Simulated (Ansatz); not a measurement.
Reaction (ligand exchange at the Si–O bond): `BO[SiH](N)[SiH3]` + HCl → `N[SiH]([SiH3])Cl` + `BO`

Calculated with Ansatz (gas phase, PBE0-D4/def2-TZVP geometries, no zero-point term in ΔE). CCSD(T)/CBS adds triple-zeta CCSD(T) − MP2 to the extrapolated MP2 energy (def2 sets, frozen cores). This one scheme is used for every species. DFT in def2-TZVPP. Each species was taken in one conformer, which may not be the lowest.

`BO[SiH](N)[SiH3]`:

```xyz
13

B    -0.990   -1.853   -0.889
O    -0.814   -1.365    0.349
Si    0.057   -0.050    0.908
N    -0.924    1.233    1.452
Si    1.466    0.771   -0.778
H    -1.695   -2.813   -1.034
H    -0.448   -1.328   -1.832
H     0.784   -0.569    2.092
H    -1.400    1.195    2.338
H    -1.375    1.865    0.812
H     0.677    1.495   -1.814
H     2.423    1.733   -0.167
H     2.240   -0.314   -1.437
```

HCl:

Z-matrix (Å, degrees):
```
Cl
H 1 1.279
```

`N[SiH]([SiH3])Cl`:

Cartesian coordinates in Å:
```
N -0.978 -0.314 -1.463
Si 0.288 -0.691 -0.384
Si 0.510 1.026 1.186
Cl 0.001 -2.441 0.710
H -1.868 0.005 -1.115
H -1.088 -0.833 -2.320
H 1.499 -0.942 -1.202
H 1.484 0.637 2.238
H -0.816 1.272 1.818
H 0.968 2.281 0.532
```

`BO`:

Cartesian coordinates in Å:
```
B 0.332 0.202 0.162
O -0.484 -0.249 -0.812
H 1.282 0.841 -0.183
H 0.099 -0.039 1.316
H -1.230 -0.755 -0.482
```

CCSD(T)/CBS gives -0.11 eV.

Problem. Another level gave -0.17 eV. Which?
A. CCSD(T)/def2-TZVPP
B. r2SCAN/def2-TZVPP
C. PBE-D4/def2-TZVPP
D. MP2/def2-TZVPP

Solution. B. r2SCAN -0.17, CCSD(T)/def2-TZVPP -0.08, PBE-D4 -0.22, MP2/def2-TZVPP -0.12 eV.

Largest T1 diagnostic among the species: 0.014.

The D4 term adds +0.04 eV with B3LYP and +0.02 eV with PBE0; it sums over pairs of atoms, weighted by their polarisabilities, and B3LYP, whose exchange is more repulsive, gets the larger term.

B3LYP here is the variant with VWN-RPA as its local correlation; programs differ in this.
